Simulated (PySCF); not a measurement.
C2H7GeN, SMILES C=[CH][GeH2][NH2].

The structure is a stationary point at PBE0-D3(BJ)/def2-SVP. The values are those of a single conformer.

Computed with TDA-PBE/def2-SVPD (PySCF).

Vertical excitations. Isolated molecule, no solvent.

### Question
Estimate the UV-visible absorptions. (An estimate is asked for; the answer gives what the named calculation found.)

### Answer

```tsv
state	energy (eV)	λ (nm)	f	main pairs
S1	4.58	271	0.035	HOMO→LUMO 96 %
S2	5.73	217	0.014	HOMO→LUMO+1 98 %
S3	6.19	200	0.007	HOMO→LUMO+2 96 %
S4	6.39	194	0.074	HOMO−2→LUMO 55 %, HOMO−1→LUMO 25 %, HOMO→LUMO+3 8 %
S5	6.56	189	0.025	HOMO−3→LUMO 60 %, HOMO−2→LUMO 19 %, HOMO−1→LUMO+1 11 %
S6	6.60	188	0.047	HOMO→LUMO+3 83 %
S7	6.72	185	0.014	HOMO−1→LUMO+1 59 %, HOMO−3→LUMO 29 %
S8	6.95	178	0.008	HOMO→LUMO+4 52 %, HOMO→LUMO+5 40 %
S9	6.98	178	0.017	HOMO→LUMO+5 58 %, HOMO→LUMO+4 29 %
S10	7.14	174	0.008	HOMO−1→LUMO+2 43 %, HOMO→LUMO+6 40 %
T1	4.13	300	0	HOMO→LUMO 81 %, HOMO−1→LUMO 17 %
T2	4.53	274	0	HOMO−1→LUMO 78 %, HOMO→LUMO 18 %
T3	5.52	225	0	HOMO→LUMO+1 97 %
T4	5.99	207	0	HOMO→LUMO+2 60 %, HOMO−2→LUMO 35 %
```
Triplets are in the Tamm–Dancoff approximation.
